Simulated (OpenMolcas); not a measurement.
Levels of As3+ by method

```json
{
 "Program": "OpenMolcas 26.06",
 "Basis": "ANO-RCC [9s8p6d4f2g]",
 "Scalar Hamiltonian": "DKH2, point nucleus",
 "Active space": "2 electrons in 8 orbitals (4s 4p 5s 5p)",
 "State averaging": "2S+1 = 3 even, 3 roots; 2S+1 = 1 even, 7 roots; 2S+1 = 3 odd, 3 roots; 2S+1 = 1 odd, 3 roots",
 "Spin-orbit coupling": "RASSI with atomic mean-field integrals over the reference wave functions, term energies averaged over their components"
}
```

Methods on the same reference wave functions:
A. CASSCF
B. SS-CASPT2, IPEA 0.25 Eh, imaginary shift 0.1 Eh (closed shells correlated: 3d)
C. MS-CASPT2, IPEA 0.25 Eh, imaginary shift 0.1 Eh (closed shells correlated: 3d)

Energies in eV above 4s² ¹S₀, the measured ground level; measured values from Moore, Atomic Energy Levels, vol. II, NSRDS-NBS 35 (1971 reprint of NBS Circular 467, 1952).

```csv
Level,A,B,C,Measured
4s² ¹S₀,0.0000,0.0000,0.0000,0.0000
4s 4p ³P°₀,9.1112,9.191,9.206,
4s 4p ³P°₁,9.2385,9.317,9.332,9.5421
4s 4p ³P°₂,9.5086,9.589,9.604,9.8558
4s 4p ¹P°₁,14.9884,13.875,13.890,13.8890
```

Deviations, from unrounded energies. A percentage is the sum of absolute deviations over the sum of measured energies, with the sign that they share, or ± where signs differ.

```
           Against measurement  Levels     A     B     C
mean absolute deviation (cm-1)       3  4700  1400  1200
      other configurations (%)       3  ±5.3  -1.5  ±1.4
```

C lies closest to measurement on these levels and A furthest from it. The largest miss of C in the table is 4s 4p ³P°₂, by -2000 cm-1. The ranking rests on the paired levels alone, and a cruder setting can come out closer through cancelling errors.

Between B and C the level of the table that moves most is 4s 4p ³P°₀, by 120 cm-1 (lowest in B, highest in C). Moves below CASPT2's spread within the term are not significant.

The lowest spin-free term lies below A's lowest term by 0.231 hartree in B, 0.232 hartree in C.

Over all roots computed the reference weight is 0.90 to 0.98 in B, 0.90 to 0.98 in C; the roots of lowest weight are the least certain, and an intruder state may touch them. Active for correlation alone: 5p 5s; no level in the range computed is led by a configuration that fills them, so any true level of that kind is missing. Computed and measured levels are paired by configuration, term and J; levels that our copy of the source lacks, or whose pairing is in doubt (as where it misses far off the trend of its configuration), stay unpaired and out of the deviations. Only configurations of the active space appear. Levels that lie high or do not pair safely by name in every column are left out.

° marks odd parity.
